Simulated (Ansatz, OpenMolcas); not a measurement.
**How methods differ on AsF3 (arsenic trifluoride)**

AsF3: 4 atoms, total charge 0, spin state singlet. SMILES: `F[As](F)F`. The coordinates come from a PBE0-D4/def2-TZVP relaxation.

Quantity: the HOMO–LUMO gap, in eV. The values are calculated.

```tsv
level	kind	program	value (eV)	CPU time
HF/cc-pVDZ	Hartree–Fock	OpenMolcas	16.05	5.3 s
TPSS/cc-pVDZ	meta-GGA	OpenMolcas	6.80	18 s
r2SCAN/cc-pVDZ	meta-GGA	OpenMolcas	7.20	20 s
BHLYP/cc-pVDZ	global hybrid	OpenMolcas	11.34	14 s
M06-2X/cc-pVDZ	hybrid meta-GGA	OpenMolcas	11.38	19 s
CAM-B3LYP/cc-pVDZ	range-separated hybrid	Ansatz	11.50	4.7 s
wB97X/cc-pVDZ	range-separated hybrid	Ansatz	13.62	14 s
PBE-QIDH/cc-pVDZ	double hybrid	Ansatz	13.21	6.2 s
```

All-electron rows without a relativistic Hamiltonian named are non-relativistic. The values span 6.80 to 16.05 eV. Orbital gaps aren't excitation energies, and those of double hybrids come from the SCF part alone; they tend to grow with the share of exact exchange. Times are those of the runs behind each value, whatever else they computed, on shared processors of several kinds: orders of magnitude only.
